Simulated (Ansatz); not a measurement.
Wavefunction ladder for C3H9NOSn, SMILES `CC(C)[O][Sn][NH2]`

```xyz
15

C     1.817    0.033    0.512
C     0.605    0.519   -0.261
C     0.712    0.192   -1.740
O    -0.554   -0.084    0.264
Sn   -2.047    0.943    1.078
N    -3.043   -0.758    1.442
H     1.893   -1.054    0.437
H     1.728    0.295    1.569
H     2.738    0.475    0.124
H     0.554    1.618   -0.159
H    -0.161    0.565   -2.280
H     1.608    0.637   -2.180
H     0.758   -0.892   -1.877
H    -3.946   -0.830    1.881
H    -2.664   -1.659    1.189
```

Total charge 0; spin multiplicity 1. Correlated methods include outer-core shells of Sn, which these sets cover unevenly. Sn: def2 effective core potential. The structure was optimised at the PBE0-D4/def2-TZVP level. It is one conformer, not always the lowest. Frozen core, restricted reference, Ansatz 0.2.0.

| basis | HF (Eh) | MP2 corr. | CCSD corr. | (T) | CCSD(T) total |
| --- | --- | --- | --- | --- | --- |
| def2-SVP | -461.34423 | -0.88816 | -0.94866 | -0.02907 | -462.32196 |
| def2-TZVPP | -461.64855 | -1.29530 | – | – | – |
| def2-QZVPP | -461.66298 | -1.57621 | – | – | – |
